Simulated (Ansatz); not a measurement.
Isolated molecules relaxed with PBE0-D4/def2-TZVP in Ansatz; ΔE leaves out vibrations. CBS: MP2 limit from def2 TZ/QZ plus the TZ coupled-cluster correction, frozen cores. This one scheme is used for every species. DFT in def2-TZVPP. Elements past krypton have def2 core potentials. For Nb outer-core shells are correlated without core-valence functions, which leaves a few kJ/mol of doubt a bond. One conformer a species, not always the lowest.

Consider the ligand exchange at the Nb–N bond: `[NH2][Nb](=[O])([F])[Cl]` + H–F → `[O]=[Nb]([F])([F])[Cl]` + NH₃.

| level | ΔE (kJ/mol) |
| --- | --- |
| LDA (SPW92) | -60.3 |
| ωB97M-V | -67.8 |
| BLYP | -76.9 |
| BHLYP | -69.4 |
| CAM-B3LYP | -73.0 |
| MP2/def2-SVP | -62.6 |
| MP2/def2-TZVPP | -53.9 |
| MP2/def2-QZVPP | -52.9 |

Q: What does CCSD(T)/CBS give? (Best estimate.)

A: The calculation gave: -55.2 kJ/mol. The listed levels differ from it by -5.1, -12.6, -21.7, -14.2, -17.8, -7.4, 1.3, 2.3 kJ/mol.

Largest T1 diagnostic among the species: 0.022, so the coupled-cluster value is less sure than usual.

Leaving LDA and LC-ωPBE aside and taking each functional with its dispersion term where it has one, the values, not all of them listed here, spread over 18.0 kJ/mol, from B97M-V to PBE-QIDH. LDA lies +10.6 kJ/mol from PBE without D4. From r2SCAN to r2SCAN0 (25 % exact exchange), in def2-TZVPP and without D4, ΔE moves by +6.3 kJ/mol. In def2-TZVPP, CCSD(T) changes the Hartree–Fock value by +15.1 kJ/mol (the triples alone add +1.3 kJ/mol) and MP2 by +19.1 kJ/mol.

CCSD(T)/CBS has its own doubt, a few kJ/mol and more with outer-core shells, so smaller differences from it don't rank the levels.
